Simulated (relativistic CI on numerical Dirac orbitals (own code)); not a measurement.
Computed by Dirac-Coulomb-Breit CI, orbitals from a KLI potential per configuration, QED by a radiative potential, unscaled Slater integrals (own radial code, finite nucleus).

Configurations in the expansion (outside the closed core [Kr]): 4d¹⁰4f¹³5s², 4d¹⁰4f¹³5s5p, 4d¹⁰4f¹⁴5s, 4d¹⁰4f¹⁴5p, 4d¹⁰4f¹³5s5d, 4d¹⁰4f¹²5s²5p, 4d¹⁰4f¹²5s5p², 4d¹⁰4f¹³5s5f, 4d¹⁰4f¹⁴5d, 4d⁹4f¹⁴5s², 4d¹⁰4f¹³5p5d, 4d¹⁰4f¹³5s5g, 4d¹⁰4f¹²5s²5d, 4d¹⁰4f¹⁴5f, 4d¹⁰4f¹¹5s²5p5d, 4d¹⁰4f¹³5s6s, 4d¹⁰4f¹²5s5d², 4d¹⁰4f¹⁴5g, 4d¹⁰4f¹³5s6p, 4d¹⁰4f¹³5p5g, 4d¹⁰4f¹²5s²5f, 4d¹⁰4f¹²5s²6s, 4d¹⁰4f¹³5d5f, 4d¹⁰4f¹³5s6d, 4d¹⁰4f¹²5s²6p, 4d¹⁰4f¹³5p², 4d¹⁰4f¹²5p³, 4d⁹4f¹⁴5p², 4d¹⁰4f¹³5d², 4d¹⁰4f¹²5p5d², 4d⁹4f¹⁴5d², 4d¹⁰4f¹³5p5f, 4d¹⁰4f¹²5p²5f, 4d⁹4f¹⁴5p5f. Double excitations out of closed p, d and f shells are left out; levels of such configurations are missing from the list, as are those of other unlisted configurations, and high levels can miss mixing partners. Some configurations lack a partner that the ground configuration has and come out too high, among them 4d¹⁰4f¹²5s²5d, 4d¹⁰4f¹²5s²6s, 4d¹⁰4f¹²5s²6p, 4d¹⁰4f¹²5s²5f.

At this charge transitions that keep the count of f electrons are usually good to a few per cent. Levels that differ in their count of f electrons can be misplaced by several ten thousand cm⁻¹, since the correlation energy of f electrons is missing or only estimated; rates across such gaps can be off by orders of magnitude. The computed lowest level isn't the tabulated ground level, which NIST ASD gives as 4f13 5s2 2F°7/2; for such ions that label comes from theory and may be the wrong one.

Outline of the computed level scheme of Bi XXIII. Lowest level of each configuration: 4d¹⁰4f¹⁴5s ²S1/2 at 0.000 eV; 4d¹⁰4f¹³5s² ²F°7/2 at 48.652 eV; 4d¹⁰4f¹⁴5p ²P°1/2 at 50.288 eV; 4d¹⁰4f¹³5s5p ⁴D7/2 at 92.219 eV; 4d¹⁰4f¹²5s²5p ⁴G°11/2 at 147.593 eV; 4d¹⁰4f¹³5p² ²F°7/2 at 150.064 eV.

Some strong electric-dipole decays among the lowest 45 levels: 4d¹⁰4f¹³5s5p ²F5/2 → 4d¹⁰4f¹³5s² ²F°5/2 (2.2e+11 s⁻¹); 4d¹⁰4f¹³5s5p ²F7/2 → 4d¹⁰4f¹³5s² ²F°7/2 (2.2e+11 s⁻¹); 4d¹⁰4f¹³5s5p ²G9/2 → 4d¹⁰4f¹³5s² ²F°7/2 (2.0e+11 s⁻¹); 4d¹⁰4f¹³5s5p ²G7/2 → 4d¹⁰4f¹³5s² ²F°5/2 (2.0e+11 s⁻¹); 4d¹⁰4f¹³5s5p ²D3/2 → 4d¹⁰4f¹³5s² ²F°5/2 (1.9e+11 s⁻¹); 4d¹⁰4f¹³5s5p ²D5/2 → 4d¹⁰4f¹³5s² ²F°7/2 (1.8e+11 s⁻¹); 4d¹⁰4f¹⁴5p ²P°3/2 → 4d¹⁰4f¹⁴5s ²S1/2 (1.1e+11 s⁻¹); 4d¹⁰4f¹³5p² ²F°5/2 → 4d¹⁰4f¹³5s5p ²G7/2 (2.9e+10 s⁻¹).

LS names give the leading component of a level, which can be under half, so a name can repeat, a term be missing and a line seem to break the LS rules.
